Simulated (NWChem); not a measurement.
Molecule: AgPH₄O; SMILES [Ag]([OH])<-[PH3]

```xyz
7

Ag    -0.0007    -0.3428     0.0075
O     -0.0806    -2.3283    -0.0190
H      0.8367    -2.6641    -0.0351
P     -0.0119     1.9598    -0.0069
H     -0.7679     2.6705    -0.9926
H      1.2346     2.6309    -0.2041
H     -0.4479     2.7056     1.1347
```
Atoms are numbered in this order, from 1.

Results from NWChem. Coordinates come from a PBE-D3(BJ)/def2-SVP optimisation. def2 effective core potentials on Ag; no spin-orbit coupling. Level MN15/def2-SVP: energy and gradient on several grids; changes count from the extra-fine grid, which is no exact limit either.

| grid | size of the energy change (μHa) | largest change of a gradient component (μHa/bohr) | time, medium = 1 (rough) |
|---|---|---|---|
| xcoarse | 30000 | 6000 | about 1 |
| coarse | 1000 | 1000 | about 1 |
| medium | < 10 | 100 | about 1 |
| fine | < 10 | < 30 | about 1 |
| xfine | < 10 | < 30 | 2 |
